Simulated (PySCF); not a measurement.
Input file for PySCF: R-M06-2X/6-31G* on C2H5FSe (SMILES CC[Se]F).

```python
from pyscf import gto, scf, dft, mp
from pyscf.data.elements import chemcore

mol = gto.M(
    atom='''
    C    -1.15702906    0.11345017   -0.10655053
    C     0.27374491   -0.34540217    0.14829765
    Se    1.49194087    1.10542648   -0.34552910
    F     2.99638890    0.24785755    0.06637462
    H    -1.85189218   -0.68324273    0.16379714
    H    -1.32113309    0.35366059   -1.15840833
    H    -1.41053657    0.99105527    0.49061088
    H     0.53426350   -1.21104647   -0.45762477
    H     0.44425272   -0.57175867    1.19903242
    ''',
    basis='6-31g*',
    cart=True,
    charge=0, spin=0, verbose=3, max_memory=1800)
mf = dft.RKS(mol, xc='m062x')
mf.conv_tol = 1e-8
mf.max_cycle = 100
mf.kernel()
if not mf.converged:
    mf = mf.newton().run(mf.mo_coeff, mf.mo_occ)
```

It printed:

```
converged SCF energy = -2580.22810915165
```

The calculation finished and met its thresholds.

Cost: about 70 core-seconds (a rough figure).
